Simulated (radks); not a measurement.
Numerical settings for neutral neodymium, [Xe] 4f4 6s2. All-electron calculation, Dirac Kohn-Sham, PBE, spin-unpolarised, spherical densities, point nucleus; open shells fill j = l - 1/2 first. Program: a radial shooting solver on a logarithmic mesh with Libxc functionals. The defaults (mesh step 0.008 in ln r, mesh end at 40 bohr or more with all orbitals vanishing there, Anderson mixing 0.5 over 9 steps, residual threshold near 1e-9 with the energy settled to 1e-9 hartree or 1e-11 of itself, here a cap of 94 iterations) give E = -9629.9089 hartree and 4f5/2 at -1.839 eV in 15 iterations. Run on one thread of a shared host, so times are rough (Intel(R) Xeon(R) 6975P-C): 0.13 s of CPU time, 0.13 s wall, 15 iterations on 2728 mesh points. Changes against that run (0 stands for a change within the tolerance of the run):

setting                     iterations         converged  E (mhartree)  e(4f5/2) (meV)  CPU (s)
mesh step in ln r 0.02              15               yes     +0.000364               0     0.06
mesh step in ln r 0.2                2                no      diverged               -     0.02
mesh step in ln r 0.005             15               yes             0               0      0.2
mesh end (bohr) 3                   13  level above zero     +4.41e+03       +2.33e+04     0.09
mesh end (bohr) 400                 15               yes             0               0     0.12
residual threshold 0.001             9               yes             0           +3.36     0.09
residual threshold 0.1               9               yes             0           +3.36     0.09
mixing 0.2                          17               yes             0               0     0.14
linear mixing, mixing 0.5           33               yes             0               0     0.23
linear mixing, mixing 0.05          94                no      +0.00404           -12.5     0.65
mixing history 20                   22               yes             0               0     0.21
iteration cap 8                      8                no             0           +3.36      0.1

Settled on a wrong energy, with an occupied level pushed above zero by the early mesh end: mesh end (bohr) 3 (+4.41 hartree). Apart from these: no run marked as converged misses the energy by more than 1 mhartree. A mesh that ends early acts as a hard wall.
